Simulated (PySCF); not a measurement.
## Excitation energy of Si by level of theory

Si [Ne] 3s2 3p2 (3P) → Si [Ne] 3s1 3p2 3d1 (high-spin determinant), as a difference of total energies. Computed with PySCF 2.14 in aug-cc-pCVTZ-DK (8s7p5d3f, 75 functions), with the spin-free X2C one-electron Hamiltonian (Gaussian nucleus). Correlated levels: valence and next inner shell: 1s2 frozen. The calculations carry no spin-orbit coupling.

```json
{"method": "UHF", "excitation energy (eV)": "10.275"}
{"method": "MP2 (valence and next inner shell)", "excitation energy (eV)": "11.480"}
{"method": "SCS-MP2 (valence and next inner shell)", "excitation energy (eV)": "11.857"}
{"method": "CCSD (valence and next inner shell)", "excitation energy (eV)": "11.502"}
{"method": "CCSD(T) (valence and next inner shell)", "excitation energy (eV)": "11.482"}
```

Q: How much does correlation contribute at CCSD(T) (valence and next inner shell)?

A: 11.482 − (10.275) = 1.207 eV, measured against UHF.

The upper state lies above the first ionisation limit, but in LS coupling its spin forbids autoionisation to the ground ion.

The promoted electron is Rydberg-like, and one or two diffuse shells describe it only roughly, which tends to raise the upper state.

The coupled-cluster amplitudes are large for the upper state (T1 above 0.03 or a double amplitude above 0.15), so a single reference is strained.

The determinant of the upper state mixes LS terms, which raises its energy above the lowest term, most at the Hartree-Fock and MP2 levels.
